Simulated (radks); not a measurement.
The numbers below are computed, except where a source is named.
Q: Valence configurations of Xe2+ (all share [Kr]). Level of theory: Dirac Kohn-Sham, PBE, spin-unpolarised, spherical densities, point nucleus; open shells are shared between the two j in proportion to 2j + 1 (a radial shooting solver on a logarithmic mesh with Libxc functionals). Order these by energy: 4d9 5s2 5p5; 4d9.5 5s2 5p4.5; 4d10 5s1 5p5; 4d10 5s2 5p4; 4d10 5p6; 4d10 5s1.5 5p4.5; 4d8 5s2 5p6.

A: From the lowest, in eV above it: 4d10 5s2 5p4 0.000; 4d10 5s1.5 5p4.5 6.322; 4d10 5s1 5p5 12.676; 4d10 5p6 25.478; 4d9.5 5s2 5p4.5 27.641; 4d9 5s2 5p5 56.660; 4d8 5s2 5p6 118.84. NIST lists [Kr] 4d10 5s2 5p4 as the ground configuration; this level of theory agrees among the configurations tried. The energies are those of spherical spin-averaged densities, not of single terms.
